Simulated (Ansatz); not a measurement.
CH8Ge2O2, SMILES `[CH3][Ge]([OH])([OH])[GeH3]`. Charge 0, multiplicity 1. The structure was optimised at the PBE0-D4/def2-TZVP level. It is one conformer, not always the lowest.

```xyz
13

C    -1.091    1.697   -0.072
Ge    0.161    0.290    0.349
O     1.773    1.044    0.199
O    -0.160   -0.119    2.058
Ge    0.111   -1.752   -0.982
H    -0.931    2.054   -1.089
H    -2.115    1.336    0.030
H    -0.931    2.519    0.627
H     2.500    0.426    0.300
H     0.345   -0.869    2.377
H     1.197   -2.718   -0.470
H    -1.251   -2.455   -0.865
H     0.393   -1.453   -2.463
```

What is the dipole moment at ωB97M-V/def2-TZVPP? (Best estimate.)

Ansatz gave: 1.68 D, with components (0.26, -1.51, -0.68) D in this frame, pointing from negative to positive charge.

And with PBE, r2SCAN, B3LYP? (Estimate.)

The calculation gave: PBE 1.41 D, r2SCAN 1.51 D, B3LYP 1.60 D.

Give the Mulliken charges with ωB97M-V, PBE, r2SCAN in def2-TZVPP. (Best estimate.)

The calculation gave: 
```
atom  ωB97M-V    PBE  r2SCAN
  C1    -0.40  -0.33   -0.26
 Ge2     0.55   0.51    0.55
  O3    -0.41  -0.38   -0.43
  O4    -0.41  -0.38   -0.43
 Ge5    -0.12  -0.08   -0.03
  H6     0.13   0.11    0.08
  H7     0.13   0.11    0.08
  H8     0.14   0.12    0.10
  H9     0.15   0.17    0.18
 H10     0.15   0.17    0.18
 H11     0.02  -0.01   -0.01
 H12     0.03   0.00    0.00
 H13     0.03   0.00    0.00
```

B3LYP here is the variant with VWN-RPA as its local correlation; programs differ in this.
